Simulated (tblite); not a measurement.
Question: Write Cartesian coordinates for `CCC[P@@](C)(=O)O` as optimised with GFN2-xTB.

Answer: 
```xyz
18
C4H11O2P angstrom
C      2.0172   -0.0743   -0.4933
C      1.4252    0.0696    0.9017
C      0.1885   -0.8003    1.0745
P     -1.1695   -0.3873   -0.0966
C     -1.4661    1.4173    0.0131
O     -1.0768   -0.9250   -1.4608
O     -2.4515   -1.0145    0.6711
H      2.8744    0.5838   -0.6187
H      1.2714    0.1701   -1.2454
H      2.3404   -1.0986   -0.6642
H      2.1706   -0.2175    1.6490
H      1.1651    1.1149    1.0840
H      0.4306   -1.8502    0.8935
H     -0.2159   -0.7088    2.0830
H     -1.5946    1.7241    1.0456
H     -2.3716    1.6324   -0.5496
H     -0.6366    1.9514   -0.4391
H     -2.9095   -1.5806    0.0474
```

Orientation and origin are arbitrary. Atoms count from 1 in this order. The 2 O–P bonds span 1.469 Å (P4=O6, drawn double) to 1.621 Å (P4–O7, drawn single), a spread of 0.152 Å. Of the pairs four or more bonds apart, P4···H9 is among the closest relative to their van der Waals radii: 2.75 Å, 92 % of the sum of Bondi's values. P4 (phosphoryl phosphorus) is distorted tetrahedral (angles from 101.3° to 117.5°).

Bonds between heavy atoms (Å): C1–C2 1.522, C2–C3 1.522, C3–P4 1.840, P4–C5 1.832, P4=O6 1.469, P4–O7 1.621.

Structure optimised with GFN2-xTB, isolated species.

Point group: C1 (no symmetry element, even within 0.4 Å). Its GFN2-xTB frequencies are all real (lowest 52 cm⁻¹). One conformer, not necessarily the lowest (C1–C2–C3–P4 -60°, C2–C3–P4–C5 -51°, C3–P4–O7–H -128°). 3 starts were optimised and ended at 0.00, 2.03 and 2.53 kcal/mol (GFN2-xTB); the lowest of these is shown.

The numbers are calculated, not measured.
